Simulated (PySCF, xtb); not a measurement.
CF₂InNO, SMILES [N](=C=O)[In]([F])[F].

GFN2-xTB in xtb at its own geometry gives an orbital gap of 2.28 eV and a dipole moment of 1.16 D.

Coordinates come from a r2SCAN-D4/def2-SVP optimisation. The structure was generated by enumeration; whether it is a known compound was not checked. The def2 effective core potentials stand for the cores of In; spin–orbit coupling is left out. The values are those of a single conformer.

Q: What does PBE/def2-TZVP run with PySCF give? (The exact figures need the calculation; the answer reports its results.)

A: gap 3.62 eV (levels -7.81 and -4.19 eV), dipole 0.35 D.
